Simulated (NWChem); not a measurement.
System: MgH₂S; SMILES [MgH][SH]

```xyz
4

Mg     0.0197    -1.2609     0.0000
H      0.0154    -2.9548     0.0000
S      0.0646     1.0578     0.0000
H     -1.2848     1.1611     0.0000
```
Atoms are numbered in this order, from 1.

Results from NWChem. Geometry: optimised at PBE0/def2-SVP. Vertical excitations in the gas phase.

### Question
What does the run give for PBE/def2-SVPD, full TDDFT? Quantities: lowest excitation, singlet (eV); oscillator strength of that lowest state; lowest triplet (eV); orbital gap (eV).

### Answer
```json
{
  "lowest excitation, singlet (eV)": "4.41",
  "oscillator_strength_of_that_lowest_state": "0.051",
  "lowest triplet (eV)": "4.10",
  "orbital gap (eV)": "4.31"
}
```
